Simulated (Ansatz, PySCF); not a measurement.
Reaction (SMILES): FCF → F[CH-]F + H+
Geometries: B3LYP-D3(BJ)/def2-TZVP minima from Ansatz (an electronic-structure program).

Property: gas-phase deprotonation energy (enthalpy at 298 K, with B3LYP-D3(BJ) rigid-rotor harmonic-oscillator terms from PySCF), in kJ/mol. Cores are frozen in the correlated levels unless marked. Spin-orbit coupling is left out. No relativistic terms. Anions need diffuse functions: aug- sets have them; def2-D sets add few; the other sets have none. CBS(X,Y): correlation extrapolated as X^-3; Hartree-Fock from the larger set. [CCSD(T)-MP2]/basis is that difference in the basis named.

```csv
level,program,gas-phase deprotonation energy (kJ/mol)
revPBE/def2-TZVPD,Ansatz,1654.9
PBE0/STO-3G,Ansatz,2131.5
PBE0-D4/def2-TZVP,Ansatz + dftd4,1692.8
PBE0/def2-TZVP,Ansatz,1693.0
PBE0/def2-QZVPP,Ansatz,…
TPSSh/def2-TZVPD,PySCF,…
wB97M-V/def2-TZVPD,Ansatz,…
B2GP-PLYP-D4/def2-TZVPD,Ansatz + dftd4,1667.7
RPA@PBE/cc-pVTZ,Ansatz,…
"RI-MP2/CBS(aug-cc-pVTZ,aug-cc-pVQZ)+[CCSD(T)-MP2]/aug-cc-pVTZ",Ansatz,1668.6
```

### Question
What belongs in the gaps?

### Answer

- PBE0/def2-QZVPP, gas-phase deprotonation energy (kJ/mol): 1685.2
- TPSSh/def2-TZVPD, gas-phase deprotonation energy (kJ/mol): 1671.4
- wB97M-V/def2-TZVPD, gas-phase deprotonation energy (kJ/mol): 1648.8
- RPA@PBE/cc-pVTZ, gas-phase deprotonation energy (kJ/mol): 1721.9
